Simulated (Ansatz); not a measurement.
Molecule: AgF, charge 0, multiplicity 1. SMILES: [F][Ag]
Geometry: optimised at B3LYP-D3(BJ)/def2-TZVP (Ansatz, a program for electronic structure).

Computed values are from Ansatz. Correlated levels leave the core frozen unless marked. UHF or UKS for open shells. Spin-orbit coupling is left out. Frozen are the shells of the preceding noble gas and the d and f shells that filled before the atom's block. Past Kr the def2 sets carry scalar-relativistic core potentials. CBS(X,Y): correlation extrapolated as X^-3; Hartree-Fock from the larger set.

Question: What is the atomisation energy De at CCSD(T)/CBS(def2-TZVPPD,def2-QZVPPD)?

Answer: 79.5 kcal/mol.

Question: What is the dipole moment at CCSD(T)/def2-SVPD?

Answer: 6.53 D.

Question: What is the T1 diagnostic at CCSD/def2-QZVPPD?

Answer: 0.022.

Question: What is the total energy at CCSD(T)/CBS(def2-TZVPPD,def2-QZVPPD)?

Answer: -246.3408 Eh.
